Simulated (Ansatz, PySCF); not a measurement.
Sites of deprotonation of N[SiH2]N:

A. N[SiH2]N → N[SiH-]N + H+
B. N[SiH2]N -> [NH-][SiH2]N + H+

Quantity: gas-phase deprotonation energy (enthalpy at 298 K, with B3LYP-D3(BJ) rigid-rotor harmonic-oscillator terms), kcal/mol. Each molecule is optimised on its own at B3LYP-D3(BJ)/def2-TZVP (Ansatz, an electronic-structure program), one conformer each, not searched for the lowest. Frequencies are from Ansatz or PySCF. Valence correlation only, unless marked. Spin-orbit coupling is left out. Non-relativistic. CBS marks a two-point X^-3 extrapolation of the correlation energy; Hartree-Fock from the larger set. The bracket is a focal-point correction in the basis named. Anions need diffuse functions, which plain sets lack and def2-D sets hold few of.

|  | B2PLYP-D4/def2-TZVPD (Ansatz + dftd4) | SCS-MP2/aug-cc-pV(T+d)Z (Ansatz) | CCSD(T)/aug-cc-pV(T+d)Z (Ansatz) | RI-MP2/CBS(aug-cc-pV(T+d)Z,aug-cc-pV(Q+d)Z)+[CCSD(T)-MP2]/aug-cc-pV(T+d)Z (Ansatz) |
|---|---|---|---|---|
| A | 386.9 | 388.7 | 385.9 | [?] |
| B | 376.4 | 377.6 | 377.3 | [?] |

Task: Complete the blanks.

Result: 
- A, RI-MP2/CBS(aug-cc-pV(T+d)Z,aug-cc-pV(Q+d)Z)+[CCSD(T)-MP2]/aug-cc-pV(T+d)Z (Ansatz): 387.2
- B, RI-MP2/CBS(aug-cc-pV(T+d)Z,aug-cc-pV(Q+d)Z)+[CCSD(T)-MP2]/aug-cc-pV(T+d)Z (Ansatz): 377.4
